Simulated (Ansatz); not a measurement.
Consider the redistribution: `[SH][Ge][Cl]` + `[Cl][In]([Br])[Br]` → `[SH][Ge][Br]` + `[Cl][In]([Cl])[Br]`.

Calculated with Ansatz (gas phase, PBE0-D4/def2-TZVP geometries, no zero-point term in ΔE). CCSD(T)/CBS adds triple-zeta CCSD(T) − MP2 to the extrapolated MP2 energy (def2 sets, frozen cores). Functionals use def2-TZVPP. def2 core potentials past Kr. For Br, Ge, In outer-core shells are correlated without core-valence functions, which leaves a few kJ/mol of doubt a bond. Scalar relativity is left out up to krypton. Each species was taken in one conformer, which may not be the lowest.

Q: Is it downhill or uphill in electronic energy at CCSD(T)/CBS, and by how much? (Best estimate.)

A: Computed: Uphill: ΔE = +11.2 kJ/mol.

Q: What do these levels give: PBE-D4, BHLYP, LC-ωPBE, MP2/def2-SVP, HF/def2-QZVPP, MP2/def2-QZVPP? (Best estimate.)

A: Ansatz gave: PBE-D4 9.1, BHLYP 10.8, LC-ωPBE 10.8, MP2/def2-SVP 8.8, HF/def2-QZVPP 11.6, MP2/def2-QZVPP 11.4 kJ/mol.

Q: What do rigid-rotor, harmonic-oscillator terms from PBE0-D4/def2-TZVP frequencies (298.15 K, 1 bar) make of the CCSD(T)/CBS value? (Estimate.)

A: The calculation gave: ΔZPE = 0.0 kJ/mol, ΔH = +11.2 kJ/mol, ΔS = 0 J/(mol·K), ΔG = +11.1 kJ/mol.

Largest T1 diagnostic among the species: 0.014.

Leaving LDA and LC-ωPBE aside and taking each functional with its dispersion term where it has one, the values, not all of them listed here, spread over 2.0 kJ/mol, from revPBE-D4 to ωB97X-V.
